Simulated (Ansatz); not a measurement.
Process, species as SMILES: Br (HBr) → Br atom + H atom (the Br-H bond breaks)

Quantity: bond dissociation energy (enthalpy at 298 K), in kcal/mol. Terms: spin-orbit terms left out; non-relativistic; 6-31G* and kin with 6d, 5d where marked; LANL2DZ with its own core potentials from Na on; UHF or UKS for open shells. First-principles rows: single points at B3LYP-D3(BJ) geometries (Ansatz, an electronic-structure program), with unscaled harmonic terms from B3LYP/6-31G* (LANL2DZ past Ar) at its own minima.

Measured values: Active Thermochemical Tables 1.112 (ions: stationary electron), as tabulated in the package chemicals; they hold spin-orbit and core effects, anharmonicity. 

Value to compare with, the measured value: 87.4 kcal/mol.

```tsv
level	program	bond dissociation energy (enthalpy at 298 K) (kcal/mol)	error
PBE/STO-3G	Ansatz	106.5	19.1
PBE/3-21G	Ansatz	80.9	-6.5
PBE/LANL2DZ	Ansatz	79.0	-8.4
PBE/6-31G*	Ansatz	87.7	0.3
PBE/def2-SVP	Ansatz	89.9	2.5
PBE/6-31G* with LANL2DZ past Ar	Ansatz	77.4	-10.0
PBE/def2-TZVPD	Ansatz	90.4	3.0
```

3 of the 6 habitual levels lie above the measured value; their mean absolute error is 7.8 kcal/mol, the median 7.5.

The sets are all those run for this method; runs whose electronic state is in doubt are left out.
